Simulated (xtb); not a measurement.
AuCl, charge -1, doublet, at the geometry of the source list (GFN-xTB shapes and energies of metal compounds can be far from the true ones) (the multiplicity is a formal guess); xtb with GFN2-xTB with ALPB(water).

Input for xtb:
```
$ xtb mol.xyz --gfn 2 --chrg -1 --uhf 1 --alpb water --json

# file mol.xyz
2

Au    -0.68490000    -0.60480000    -0.64320000
Cl     0.68490000     0.60480000     0.64320000
```

Q: What does xtb print? Leave out banner, timings and long lists.

A: 
```
   ID    Z sym.   atoms
    1   79 Au     1
    2   17 Cl     2

           -------------------------------------------------
          |                Calculation Setup                |
           -------------------------------------------------

           -------------------------------------------------
          |                 G F N 2 - x T B                 |
           -------------------------------------------------

      * Solvation model:               ALPB
        Solvent                        water
        Parameter file                 internal GFN2-xTB/ALPB
        Dielectric constant                8.0200E+01
        Reference state                gsolv [1 M gas/solution]
        Free energy shift                  1.0808E-03 Eh       6.7819E-01 kcal/mol
        Temperature                        2.9815E+02 K
        Density                            1.0000E+00 kg/L
        Solvent mass                       1.8000E+01 g/mol
        Interaction kernel             P16
        Born radius scaling (c1)           1.4744E+00
        Born radii integrator          GBOBC
        Born offset                        0.0000E+00 a0       0.0000E+00 AA
        H-bond correction              true
        Ion screening                  false
        Surface tension                    1.0000E-05 Eh       1.5569E+01 dyn/cm
        Grid points                               230 per atom

          ...................................................
          :                      SETUP                      :
          :.................................................:
          :  # basis functions                  20          :
          :  # atomic orbitals                  18          :
          :  # shells                            6          :
          :  # electrons                        19          :
          :  max. iterations                   250          :
          :  Hamiltonian                  GFN2-xTB          :
          :  restarted?                      false          :
          :  GBSA solvation                   true          :
          :  PC potential                    false          :
          :  electronic temp.          300.0000000     K    :
          :  accuracy                    1.0000000          :
          :  -> integral cutoff          0.2500000E+02      :
          :  -> integral neglect         0.1000000E-07      :
          :  -> SCF convergence          0.1000000E-05 Eh   :
          :  -> wf. convergence          0.1000000E-03 e    :
          :  Broyden damping             0.4000000          :
          :  net charge                         -1          :
          :  unpaired electrons                  1          :
          ...................................................

 iter      E             dE          RMSdq      gap      omega  full diag
   1     -8.6575779 -0.865758E+01  0.933E+00    5.56       0.0  T
   2     -8.6619143 -0.433645E-02  0.496E+00    5.69       1.0  T
   3     -8.6631300 -0.121570E-02  0.911E-01    5.72       1.0  T
   4     -8.6631798 -0.497598E-04  0.227E-01    5.66       1.0  T
   5     -8.6631902 -0.103922E-04  0.152E-01    5.65       1.0  T
   6     -8.6632039 -0.137425E-04  0.501E-02    5.65       1.4  T
   7     -8.6632054 -0.146239E-05  0.139E-02    5.65       5.1  T
   8     -8.6632054 -0.500978E-08  0.522E-03    5.65      13.5  T
   9     -8.6632054 -0.400393E-09  0.811E-05    5.65     871.9  T
  10     -8.6632054 -0.112621E-11  0.175E-05    5.65    4035.3  T

   *** convergence criteria satisfied after 10 iterations ***

         :::::::::::::::::::::::::::::::::::::::::::::::::::::
         ::                     SUMMARY                     ::
         :::::::::::::::::::::::::::::::::::::::::::::::::::::
         :: total energy              -8.661454671542 Eh    ::
         :: total w/o Gsasa/hb        -8.663383561999 Eh    ::
         :: gradient norm              0.080730279055 Eh/a0 ::
         :: HOMO-LUMO gap              5.648591983420 eV    ::
         ::.................................................::
         :: SCC energy                -8.663205373739 Eh    ::
         :: -> isotropic ES            0.136010308372 Eh    ::
         :: -> anisotropic ES         -0.006238552528 Eh    ::
         :: -> anisotropic XC          0.001558638492 Eh    ::
         :: -> dispersion             -0.001019835687 Eh    ::
         :: -> Gsolv                  -0.094350004706 Eh    ::
         ::    -> Gelec               -0.096278895162 Eh    ::
         ::    -> Gsasa                0.000863435917 Eh    ::
         ::    -> Ghb                 -0.000015305158 Eh    ::
         ::    -> Gshift               0.001080759698 Eh    ::
         :: repulsion energy           0.001750702196 Eh    ::
         :: add. restraining           0.000000000000 Eh    ::
         :: total charge              -1.000000000000 e     ::
         :::::::::::::::::::::::::::::::::::::::::::::::::::::

           -------------------------------------------------
          |                Property Printout                |
           -------------------------------------------------

    * Orbital Energies and Occupations

         #    Occupation            Energy/Eh            Energy/eV
      -------------------------------------------------------------
         1        2.0000           -1.0102045             -27.4891
         2        2.0000           -0.4112445             -11.1905
         3        2.0000           -0.3895409             -10.5999
         4        2.0000           -0.3895409             -10.5999
         5        2.0000           -0.2986907              -8.1278
         6        2.0000           -0.2986907              -8.1278
         7        2.0000           -0.2929271              -7.9710
         8        2.0000           -0.2929271              -7.9710
         9        2.0000           -0.2883162              -7.8455
        10        1.0000           -0.1716267              -4.6702 (HOMO)
        11                          0.0359552               0.9784 (LUMO)
        12                          0.0359552               0.9784
        13                          0.1069892               2.9113
        14                          0.1069892               2.9113
        15                          0.1105428               3.0080
        16                          0.1105428               3.0080
        17                          0.1179227               3.2088
        18                          0.4970863              13.5264
      -------------------------------------------------------------
                  HL-Gap            0.2075819 Eh            5.6486 eV
             Fermi-level           -0.1489036 Eh           -4.0519 eV

     #   Z          covCN         q      C6AA      α(0)
     1  79 Au       0.881    -0.232   316.885    34.121
     2  17 Cl       0.881    -0.768   125.992    17.172

 Mol. C6AA /au·bohr⁶  :        837.517934
 Mol. C8AA /au·bohr⁸  :      61411.371772
 Mol. α(0) /au        :         51.293335

Wiberg/Mayer (AO) data.
largest (>0.10) Wiberg bond orders for each atom

 ---------------------------------------------------------------------------
     #   Z sym  total        # sym  WBO       # sym  WBO       # sym  WBO
 ---------------------------------------------------------------------------
     1  79 Au   0.526 --     2 Cl   0.526
     2  17 Cl   0.526 --     1 Au   0.526
 ---------------------------------------------------------------------------

Topologies differ in total number of bonds
Writing topology from bond orders to xtbtopo.mol

molecular dipole:
                 x           y           z       tot (Debye)
 q only:       -0.695      -0.614      -0.653
   full:       -0.307      -0.271      -0.288       1.273
molecular quadrupole (traceless):
                xx          xy          yy          xz          yz          zz
 q only:       -0.283      -2.219       0.270      -2.360      -2.084       0.013
  q+dip:       -0.580      -4.546       0.553      -4.834      -4.269       0.027
   full:       -0.587      -4.593       0.559      -4.885      -4.313       0.028

           -------------------------------------------------
          | TOTAL ENERGY               -8.661454671542 Eh   |
          | GRADIENT NORM               0.080730279055 Eh/α |
          | HOMO-LUMO GAP               5.648591983420 eV   |
           -------------------------------------------------

normal termination of xtb
```
